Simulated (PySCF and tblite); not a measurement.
The numbers below are computed, except where a source is named.
C₅H₄F₂O, numbered as in [O:1]=[C:2]1[CH2:3][CH2:4][C:5]([F:6])=[C:7]1[F:8].

First level. The ensemble was built from 60 distance-geometry starts (ETKDG and KDG, MMFF94s, GFN2-xTB) and rests on GFN2-xTB geometries. Free energies are PBE0-D3(BJ)/pcSseg-1 single points with GFN2-xTB rigid-rotor and vibrational terms (modes under about 100 cm⁻¹ blended into free rotors). Symmetry numbers and mirror images are counted. Conformers within 2.5 kcal/mol (GFN2-xTB free energy) were kept, 5 at most. GIAO shieldings: PBE0/pcSseg-1. Shifts are against TMS (¹H), TMS (¹³C), CFCl3 (¹⁹F) at the same level. (PySCF 2.14, tblite 0.8.)

It gives, at 298.15 K, with 1 conformer (largest weight 100 %): ¹H: 2.67 (H4, 2H), 2.43 (H3, 2H) ppm. ¹³C: 196.1 (C2), 181.7 (C5), 150.3 (C7), 33.2 (C3), 24.8 (C4) ppm. ¹⁹F: -105.0 (F6), -165.6 (F8) ppm.

Second level: GFN2-xTB geometries, energies PBE0-D3(BJ)/pcSseg-1 (IEF-PCM, dimethylsulfoxide), shieldings PBE0/pcSseg-1 (IEF-PCM, dimethylsulfoxide), on up to 5 of the same conformers.

(1) How do the averaged shifts change?

Unscaled ¹⁹F shifts at such levels can be off by tens of ppm; differences between conformers or isomers are more reliable. Shifts are unscaled: against experiment ¹³C can be off by 15 ppm or more and ¹H by 0.8 ppm.

Results:

(1) 
```csv
signal,first,second,change (ppm)
H3,2.43,2.67,0.24
H4,2.67,2.97,0.30
C2,196.1,204.0,8.0
C3,33.2,35.6,2.4
C4,24.8,26.2,1.4
C5,181.7,187.8,6.1
C7,150.3,149.6,-0.7
F6,-105.0,-96.6,8.3
F8,-165.6,-174.0,-8.5
```
